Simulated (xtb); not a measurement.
ClK, charge +1, doublet, from a rough starting geometry (GFN-xTB shapes and energies of metal compounds can be far from the true ones) (a state made from the parent by changing its charge; the spin is typed, not shown lowest); xtb with GFN2-xTB.

Input for xtb:
```
$ xtb mol.xyz --gfn 2 --chrg 1 --uhf 1 --opt vtight --json

# file mol.xyz
2

K     -0.84316642    -0.69280062    -0.77268598
Cl     0.80281109     0.64435860     0.76786784
```

It wrote (shortened):

```
   ID    Z sym.   atoms
    1   19 K      1
    2   17 Cl     2

           -------------------------------------------------
          |                Calculation Setup                |
           -------------------------------------------------

           -------------------------------------------------
          |                 G F N 2 - x T B                 |
           -------------------------------------------------

          ...................................................
          :                      SETUP                      :
          :.................................................:
          :  # basis functions                  14          :
          :  # atomic orbitals                  13          :
          :  # shells                            5          :
          :  # electrons                         7          :
          :  max. iterations                   250          :
          :  Hamiltonian                  GFN2-xTB          :
          :  restarted?                      false          :
          :  GBSA solvation                  false          :
          :  PC potential                    false          :
          :  electronic temp.          300.0000000     K    :
          :  accuracy                    1.0000000          :
          :  -> integral cutoff          0.2500000E+02      :
          :  -> integral neglect         0.1000000E-07      :
          :  -> SCF convergence          0.1000000E-05 Eh   :
          :  -> wf. convergence          0.1000000E-03 e    :
          :  Broyden damping             0.4000000          :
          :  net charge                          1          :
          :  unpaired electrons                  1          :
          ...................................................

 iter      E             dE          RMSdq      gap      omega  full diag
   1     -3.6768957 -0.367690E+01  0.174E+01    0.37       0.0  T
   2     -4.2998762 -0.622980E+00  0.852E+00   10.14       1.0  T
   3     -4.3022903 -0.241407E-02  0.626E+00    7.95       1.0  T
   4     -4.3074585 -0.516822E-02  0.242E+00    4.25       1.0  T
   5     -4.3081668 -0.708348E-03  0.668E-01    2.72       1.0  T
   6     -4.3075693  0.597503E-03  0.976E-01    2.55       1.0  T
   7     -4.3071239  0.445431E-03  0.164E+00    4.46       1.0  T
   8     -4.3071188  0.514784E-05  0.163E+00    4.47       1.0  T
   9     -4.3082290 -0.111024E-02  0.101E+00    3.70       1.0  T
  10     -4.3085610 -0.331959E-03  0.567E-01    3.39       1.0  T
  11     -4.3086480 -0.870542E-04  0.243E-01    3.23       1.0  T
  12     -4.3086611 -0.130364E-04  0.754E-02    3.18       1.0  T
  13     -4.3086639 -0.284101E-05  0.192E-02    3.15       3.7  T
  14     -4.3086642 -0.287198E-06  0.108E-02    3.14       6.5  T
  15     -4.3086642 -0.237950E-08  0.230E-03    3.14      30.8  T
  16     -4.3086642  0.812783E-09  0.126E-03    3.14      56.1  T
  17     -4.3086642 -0.136025E-08  0.172E-04    3.14     412.1  T
  18     -4.3086642 -0.145102E-10  0.109E-05    3.14    6475.4  T

   *** convergence criteria satisfied after 18 iterations ***

         :::::::::::::::::::::::::::::::::::::::::::::::::::::
         ::                     SUMMARY                     ::
         :::::::::::::::::::::::::::::::::::::::::::::::::::::
         :: total energy              -4.306220996836 Eh    ::
         :: gradient norm              0.016170496055 Eh/a0 ::
         :: HOMO-LUMO gap              3.138918967381 eV    ::
         ::.................................................::
         :: SCC energy                -4.308664184123 Eh    ::
         :: -> isotropic ES            0.169067369575 Eh    ::
         :: -> anisotropic ES         -0.003295336204 Eh    ::
         :: -> anisotropic XC         -0.000613367400 Eh    ::
         :: -> dispersion             -0.000423854247 Eh    ::
         :: repulsion energy           0.002443187287 Eh    ::
         :: add. restraining           0.000000000000 Eh    ::
         :: total charge               1.000000000000 e     ::
         :::::::::::::::::::::::::::::::::::::::::::::::::::::

      -----------------------------------------------------------
     |                   =====================                   |
     |                        A N C O P T                        |
     |                   =====================                   |
     |               Approximate Normal Coordinate               |
     |                Rational Function Optimizer                |
      -----------------------------------------------------------
      -----------------------------------------------------------
     |                   =====================                   |
     |                        A N C O P T                        |
     |                   =====================                   |
     |               Approximate Normal Coordinate               |
     |                Rational Function Optimizer                |
      -----------------------------------------------------------

          ...................................................
          :                      SETUP                      :
          :.................................................:
          :   optimization level         verytight          :
          :   max. optcycles                   200          :
          :   ANC micro-cycles                  20          :
          :   degrees of freedom                 1          :
          :.................................................:
          :   RF solver                   davidson          :
          :   write xtbopt.log                true          :
          :   linear (good luck)              true          :
          :   energy convergence         0.1000000E-06 Eh   :
          :   grad. convergence          0.2000000E-03 Eh/α :
          :   maxmium RF displ.          1.0000000          :
          :   Hlow (freq-cutoff)         0.1000000E-01      :
[...]
 * total energy  :    -4.3062210 Eh     change       -0.7904788E-13 Eh
 * total energy  :    -4.3101320 Eh     change       -0.3911030E-02 Eh
 * total energy  :    -4.3104621 Eh     change       -0.3300244E-03 Eh
 * total energy  :    -4.3106706 Eh     change       -0.2085014E-03 Eh
 * total energy  :    -4.3106706 Eh     change       -0.7875594E-07 Eh
   *** GEOMETRY OPTIMIZATION CONVERGED AFTER 5 ITERATIONS ***
[...]
          |                Final Singlepoint                |
           -------------------------------------------------

          ...................................................
          :                      SETUP                      :
          :.................................................:
          :  # basis functions                  14          :
          :  # atomic orbitals                  13          :
          :  # shells                            5          :
          :  # electrons                         7          :
          :  max. iterations                   250          :
          :  Hamiltonian                  GFN2-xTB          :
          :  restarted?                      false          :
          :  GBSA solvation                  false          :
          :  PC potential                    false          :
          :  electronic temp.          300.0000000     K    :
          :  accuracy                    1.0000000          :
          :  -> integral cutoff          0.2500000E+02      :
          :  -> integral neglect         0.1000000E-07      :
          :  -> SCF convergence          0.1000000E-05 Eh   :
          :  -> wf. convergence          0.1000000E-03 e    :
          :  Broyden damping             0.4000000          :
          :  net charge                          1          :
          :  unpaired electrons                  1          :
          ...................................................

 iter      E             dE          RMSdq      gap      omega  full diag
   1     -4.3107251 -0.431073E+01  0.315E-05    2.69       0.0  T
   2     -4.3107251 -0.194511E-12  0.260E-05    2.69    2720.9  T
   3     -4.3107251 -0.414779E-12  0.974E-06    2.69    7258.5  T

   *** convergence criteria satisfied after 3 iterations ***

         :::::::::::::::::::::::::::::::::::::::::::::::::::::
         ::                     SUMMARY                     ::
         :::::::::::::::::::::::::::::::::::::::::::::::::::::
         :: total energy              -4.310670630911 Eh    ::
         :: gradient norm              0.000008153222 Eh/a0 ::
         :: HOMO-LUMO gap              2.691397402937 eV    ::
         ::.................................................::
         :: SCC energy                -4.310725110102 Eh    ::
         :: -> isotropic ES            0.161169670332 Eh    ::
         :: -> anisotropic ES         -0.003253613066 Eh    ::
         :: -> anisotropic XC         -0.000493975473 Eh    ::
         :: -> dispersion             -0.000485467797 Eh    ::
         :: repulsion energy           0.000054479191 Eh    ::
         :: add. restraining           0.000000000000 Eh    ::
         :: total charge               1.000000000080 e     ::
         :::::::::::::::::::::::::::::::::::::::::::::::::::::

           -------------------------------------------------
          |                Property Printout                |
           -------------------------------------------------

    * Orbital Energies and Occupations

         #    Occupation            Energy/Eh            Energy/eV
      -------------------------------------------------------------
         1        2.0000           -1.2337874             -33.5731
         2        1.9750           -0.6404883             -17.4286
         3        1.5125           -0.6370561             -17.3352
         4        1.5125           -0.6370561             -17.3352 (HOMO)
         5                         -0.5381491             -14.6438 (LUMO)
         6                         -0.2995044              -8.1499
         7                         -0.2995044              -8.1499
         8                         -0.1935473              -5.2667
         9                         -0.1833643              -4.9896
        10                         -0.1833643              -4.9896
        11                         -0.1833208              -4.9884
        12                         -0.1833208              -4.9884
        13                         -0.1832518              -4.9865
      -------------------------------------------------------------
                  HL-Gap            0.0989070 Eh            2.6914 eV
             Fermi-level           -0.6123056 Eh          -16.6617 eV

     #   Z          covCN         q      C6AA      α(0)
     1  19 K        0.603     0.866   389.709    79.945
     2  17 Cl       0.603     0.134    94.313    14.846

 Mol. C6AA /au·bohr⁶  :        759.053715
 Mol. C8AA /au·bohr⁸  :     102888.787405
 Mol. α(0) /au        :         94.790963

Wiberg/Mayer (AO) data.
largest (>0.10) Wiberg bond orders for each atom

 ---------------------------------------------------------------------------
     #   Z sym  total        # sym  WBO       # sym  WBO       # sym  WBO
 ---------------------------------------------------------------------------
     1  19 K    0.250 --     2 Cl   0.250
     2  17 Cl   0.250 --     1 K    0.250
 ---------------------------------------------------------------------------

molecular dipole:
                 x           y           z       tot (Debye)
 q only:       -1.444      -1.188      -1.321
   full:       -1.461      -1.201      -1.336       5.885
molecular quadrupole (traceless):
                xx          xy          yy          xz          yz          zz
 q only:        0.906       4.665      -0.981       5.270       4.311       0.074
  q+dip:        1.147       5.926      -1.267       6.722       5.491       0.121
   full:        1.040       5.366      -1.140       6.077       4.966       0.100

optimized geometry written to: xtbopt.xyz

           -------------------------------------------------
          | TOTAL ENERGY               -4.310670630911 Eh   |
          | GRADIENT NORM               0.000008153222 Eh/α |
          | HOMO-LUMO GAP               2.691397402937 eV   |
           -------------------------------------------------

normal termination of xtb
```
